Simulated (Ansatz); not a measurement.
Gas-phase electronic energies from Ansatz, PBE0-D4/def2-TZVP geometries. CBS: MP2 limit from def2 TZ/QZ plus the TZ coupled-cluster correction, frozen cores. Functionals use def2-TZVPP. B3LYP here is the variant with VWN-RPA as its local correlation; programs differ in this. For Ge outer-core shells are correlated without core-valence functions, which leaves a few kJ/mol of doubt a bond. Scalar relativity is left out up to krypton. One conformer a species, not always the lowest.

`[SiH3][SiH2][SiH2][GeH3]` + `BNC=C` → `B[N]([GeH3])C=C` + `[SiH3][SiH2][SiH3]`  (cleavage of the Ge–Si bond)

```
       level  ΔE (kJ/mol)
    B3LYP-D4         31.3
HF/CBS(def2)         19.4
```

(1) What does CCSD(T)/CBS give? (Best estimate.)

Largest T1 diagnostic among the species: 0.013.

## Answers

(1) The calculation gave: +24.4 kJ/mol. The listed levels differ from it by 6.9, -5.0 kJ/mol.
